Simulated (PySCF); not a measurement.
## Excitation energy of Re²⁺ by level of theory

Re²⁺ [Xe] 4f14 5d5 (6S) → Re²⁺ [Xe] 4f14 5d4 6p1 (high-spin determinant), as a difference of total energies. Computed with PySCF 2.14 in aug-cc-pVDZ-PP with ECP60MDF (5s5p4d2f, 54 functions), with a scalar-relativistic core potential. Correlated levels: valence: 5s2 5p6 frozen. The calculations carry no spin-orbit coupling.

| method | excitation energy (eV) |
| --- | --- |
| UHF | 9.598 |
| MP2 (valence) | 9.759 |
| SCS-MP2 (valence) | 9.651 |
| CCSD (valence) | 9.724 |
| CCSD(T) (valence) | 9.713 |

**Question.** How much does correlation contribute at CCSD(T) (valence)?

**Answer.** 9.713 − (9.598) = 0.115 eV, measured against UHF.

The determinant of the upper state mixes LS terms, which raises its energy above the lowest term, most at the Hartree-Fock and MP2 levels.
